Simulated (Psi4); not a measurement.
Calculation: SAPT0/jun-cc-pVDZ, frozen core (Psi4).

Psi4 input:

```
molecule {
0 1
C -0.00583066 0.00067757 0.00024753
O 1.18292571 -0.13420384 -0.07637093
H -0.69981727 -0.86060999 -0.05567960
H -0.47727778 0.99413626 0.13180300
--
0 1
O -3.40685073 -0.04263607 0.19465330
C -3.47973397 1.22817875 -0.23619342
O -4.31748908 1.65916783 -0.97420708
H -4.14821025 -0.53171600 -0.20006099
H -2.65345920 1.80952942 0.19208613
units angstrom
symmetry c1
no_reorient
no_com
}
set basis jun-cc-pvdz
set scf_type df
set freeze_core true
energy('sapt0')
```

Part of the output:

```
    SAPT Results
  --------------------------------------------------------------------------------------------------------
    Electrostatics                  0.14916546 [mEh]       0.09360274 [kcal/mol]       0.39163385 [kJ/mol]
      Elst10,r                      0.14916546 [mEh]       0.09360274 [kcal/mol]       0.39163385 [kJ/mol]

    Exchange                        2.47637505 [mEh]       1.55394880 [kcal/mol]       6.50172179 [kJ/mol]
      Exch10                        2.47637505 [mEh]       1.55394880 [kcal/mol]       6.50172179 [kJ/mol]
      Exch10(S^2)                   2.47446385 [mEh]       1.55274951 [kcal/mol]       6.49670394 [kJ/mol]

    Induction                      -0.46746733 [mEh]      -0.29334018 [kcal/mol]      -1.22733531 [kJ/mol]
      Ind20,r                      -0.71766804 [mEh]      -0.45034350 [kcal/mol]      -1.88423719 [kJ/mol]
      Exch-Ind20,r                  0.41011605 [mEh]       0.25735170 [kcal/mol]       1.07675953 [kJ/mol]
      delta HF,r (2)               -0.15991533 [mEh]      -0.10034839 [kcal/mol]      -0.41985765 [kJ/mol]

    Dispersion                     -1.54285417 [mEh]      -0.96815561 [kcal/mol]      -4.05076307 [kJ/mol]
      Disp20                       -1.67026427 [mEh]      -1.04810665 [kcal/mol]      -4.38527822 [kJ/mol]
      Exch-Disp20                   0.12741009 [mEh]       0.07995104 [kcal/mol]       0.33451515 [kJ/mol]
      Disp20 (SS)                  -0.83513213 [mEh]      -0.52405333 [kcal/mol]      -2.19263911 [kJ/mol]
      Disp20 (OS)                  -0.83513213 [mEh]      -0.52405333 [kcal/mol]      -2.19263911 [kJ/mol]
      Exch-Disp20 (SS)              0.07097643 [mEh]       0.04453838 [kcal/mol]       0.18634858 [kJ/mol]
      Exch-Disp20 (OS)              0.05643367 [mEh]       0.03541266 [kcal/mol]       0.14816657 [kJ/mol]

  Total HF                          2.15807317 [mEh]       1.35421136 [kcal/mol]       5.66602033 [kJ/mol]
  Total SAPT0                       0.61521900 [mEh]       0.38605575 [kcal/mol]       1.61525726 [kJ/mol]
```
